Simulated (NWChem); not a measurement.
Everything below was run with NWChem. System: C₂H₄NO, charge 0, spin multiplicity 2, at a geometry optimised with UPBE0/def2-SVP. The structure started from a generated list of species. Its SCF solution wasn't tested for a lower state. Level: G0W0@UPBE0/def2-SVPD, RI basis def2-svpd-rifit.

Part of the output:

```
             Northwest Computational Chemistry Package (NWChem) 7.3.0
             --------------------------------------------------------

                                NWChem Input Module
                                -------------------

 Scaling coordinates for geometry "geometry" by  1.889725989
 (inverse scale =  0.529177249)

 Turning off AUTOSYM since
 SYMMETRY directive was detected!

                             Geometry "geometry" -> ""
                             -------------------------

 Output coordinates in angstroms (scale by  1.889725989 to convert to a.u.)

  No.       Tag          Charge          X              Y              Z
 ---- ---------------- ---------- -------------- -------------- --------------
    1 C                    6.0000    -1.17706500    -0.77535000     0.00000000
    2 C                    6.0000    -0.02756200     0.12600100     0.00000000
    3 N                    7.0000     1.20260800    -0.47123900     0.00000000
    4 O                    8.0000    -0.16064800     1.34061700     0.00000000
    5 H                    1.0000    -2.16754400    -0.31959000     0.00000000
    6 H                    1.0000    -1.08351900    -1.86430000     0.00000000
    7 H                    1.0000     2.01836400     0.12558100     0.00000000
    8 H                    1.0000     1.32739000    -1.47185500     0.00000000

 Effective nuclear repulsion energy (a.u.)     114.1167513821

            Nuclear Dipole moment (a.u.)
            ----------------------------
        X                 Y               Z
 ---------------- ---------------- ----------------
     0.0000018897     0.0000094486     0.0000000000

      Symmetry information
      --------------------

 Group name             Cs
 Group number              2
 Group order               2
 No. of unique centers     8

      Symmetry unique atoms

     1    2    3    4    5    6    7    8


 Summary of "ao basis" -> "" (spherical)
 ------------------------------------------------------------------------------
       Tag                 Description            Shells   Functions and Types
 ---------------- ------------------------------  ------  ---------------------
 *                         def2-svpd                  on all atoms

 new library libraries.bse/

 Summary of "ri basis" -> "" (spherical)
 ------------------------------------------------------------------------------
       Tag                 Description            Shells   Functions and Types
[...]
           0.000000000000           0.000000000000         335.519142864729

     Multipole analysis of the density
     ---------------------------------

     L   x y z        total         alpha         beta         nuclear
     -   - - -        -----         -----         ----         -------
     0   0 0 0     -0.000000    -16.000000    -15.000000     31.000000

     1   1 0 0      0.445260      1.150981     -0.705723      0.000002
     1   0 1 0     -1.507876     -0.264799     -1.243086      0.000009
     1   0 0 1     -0.000000     -0.000000     -0.000000      0.000000

     2   2 0 0    -13.802240    -63.590730    -58.613996    108.402486
     2   1 1 0      0.206701     -2.650110      0.080275      2.776536
     2   1 0 1     -0.000000     -0.000000     -0.000000      0.000000
     2   0 2 0    -19.070971    -56.541405    -53.215452     90.685886
     2   0 1 1     -0.000000     -0.000000     -0.000000      0.000000
     2   0 0 2    -19.047634    -10.585392     -8.462242      0.000000

 Task  times  cpu:       18.1s     wall:       18.1s

                                NWChem Input Module
                                -------------------

                                 NWChem GW Module
                                 ----------------

                             ***********************
                             ***        GW       ***
                             ***********************

 Summary of "ri basis" -> "ri basis" (spherical)
 ------------------------------------------------------------------------------
       Tag                 Description            Shells   Functions and Types
 ---------------- ------------------------------  ------  ---------------------
 C                      def2-svpd-rifit             20       64   7s6p5d2f
 N                      def2-svpd-rifit             20       64   7s6p5d2f
 O                      def2-svpd-rifit             20       64   7s6p5d2f
 H                      def2-svpd-rifit              9       23   4s3p2d

                 Memory Information
                 ------------------
          Available GA per process is          1699.8 MBs
          Available stack per process is        700.0 MBs
          Available heap per process is           0.0 MBs

          Peak memory in Initialization
              Peak GA per process is                 11.7 MBs
              Peak stack per process is               0.2 MBs
              Peak heap per process is               11.9 MBs
              Memory not in MA per process            0.0 MBs

          Peak memory in AFF Calculation
              Peak GA per process is                 91.3 MBs
              Peak stack per process is              72.6 MBs
              Peak heap per process is                0.0 MBs
              Memory not in MA per process           72.6 MBs

          Computing 2-center integrals
          Computing Inverse Cholesky factor
          Computing 3-center integrals
          Computing V_xc ...

          Computing Sigma_x
          Computing RPA polarizability
          Solving quasiparticle equations

                  Alpha Orbitals
          State     Energy (eV)     Error (eV)
          -----------------------------------
@GW        13        -13.692           0.004
@GW        14         -9.853           0.004
@GW        15         -9.372           0.004
@GW        16         -9.137           0.004
@GW        17          1.996           0.003
@GW        18          3.697           0.002

                   Beta Orbitals
          State     Energy (eV)     Error (eV)
          -----------------------------------
@GW        12        -12.735           0.004
@GW        13        -13.589           0.004
@GW        14         -9.497           0.004
@GW        15         -9.198           0.004
@GW        16         -0.521           0.002
@GW        17          2.066           0.003

   Applying  -1.7400 eV scissor-shift to rest of particle states

   Applying   1.5125 eV scissor-shift to rest of hole states

   Applying  -1.6740 eV scissor-shift to rest of particle states

   Applying   2.3771 eV scissor-shift to rest of hole states

     GW Timing Statistics
   ------------------------
   Init.   :          0.0s
     ERIs  :          0.5s
     Distr.:          0.0s
     Vxc   :          0.8s
   Sigma_x :          0.0s
   RPA     :          2.7s
   Wmn     :          0.0s
   Sigma_c :          0.0s
   GW total:          4.1s

 Task  times  cpu:        4.1s     wall:        4.1s

 Total times  cpu:       22.2s     wall:       22.2s
```

Write an NWChem input that would produce this output.

Several could match; the one computed here: 
```
start mol
memory heap 200 mb stack 700 mb global 1700 mb
geometry units angstroms nocenter noautoz
  C     -1.177065    -0.775350     0.000000
  C     -0.027562     0.126001     0.000000
  N      1.202608    -0.471239     0.000000
  O     -0.160648     1.340617     0.000000
  H     -2.167544    -0.319590     0.000000
  H     -1.083519    -1.864300     0.000000
  H      2.018364     0.125581     0.000000
  H      1.327390    -1.471855     0.000000
  symmetry group Cs
end
basis spherical
  * library def2-svpd
end
basis "ri basis" bse spherical
  * library def2-svpd-rifit
end
dft
  xc pbe0
  odft
  mult 2
  iterations 100
  direct
  tolerances tight
end
task dft energy
gw
  states alpha occ 4 vir 2
  states beta occ 4 vir 2
end
task dft gw
```
